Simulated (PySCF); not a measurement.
C2H7ClSi2, SMILES C=C[SiH2][SiH2]Cl.

Geometry optimised at TPSSh-D3(BJ)/def2-SVP. Other conformers were not sampled.

Two levels are set side by side: PBE/def2-TZVP (PySCF) and B3LYP/def2-TZVP (PySCF). Same geometry, gas phase. Differences are taken from unrounded values.

```json
[
 {"quantity": "orbital gap (eV)", "B3LYP": "6.20", "PBE": "4.57", "PBE minus B3LYP": "-1.63"},
 {"quantity": "highest occupied level (eV)", "B3LYP": "-7.45", "PBE": "-6.56", "PBE minus B3LYP": "0.89"},
 {"quantity": "lowest empty level (eV)", "B3LYP": "-1.25", "PBE": "-2.00", "PBE minus B3LYP": "-0.74"},
 {"quantity": "dipole moment (D)", "B3LYP": "2.33", "PBE": "2.23", "PBE minus B3LYP": "-0.10"},
 {"quantity": "mean polarisability (bohr³)", "B3LYP": "93.5", "PBE": "96.6", "PBE minus B3LYP": "3.1"}
]
```

Without exact exchange PBE keeps part of each electron's self-repulsion, which lifts occupied levels and narrows the gap. PBE's more diffuse valence density responds more strongly to a field. Differences between two approximate levels are no errors against the true value.

Rough cost on one machine, each run with all the roots and properties that it gave: B3LYP against PBE within a factor of 2.
